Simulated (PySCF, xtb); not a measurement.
silene anion (CH₄Si), SMILES C=[SiH2] (connectivity only; charge and spin as stated), charge -1, multiplicity 2.

Harmonic wavenumbers (cm⁻¹) from xtb 6.7.1 with GFN2-xTB at its own minimum, in rising order: 273, 547, 562, 713, 855, 897, 946, 1511, 1733, 1740, 2792, 2810.

What does PBE-D3(BJ)/def2-TZVPD (PySCF) give at its own minimum? (The exact figures need the calculation; the answer reports its results.)

282, 465, 563, 584, 750, 815, 873, 1318, 1889, 1910, 2984, 3056. Paired by order, the mean absolute difference is 120 cm⁻¹ and the zero-point energies are 22.0 and 22.1 kcal/mol.
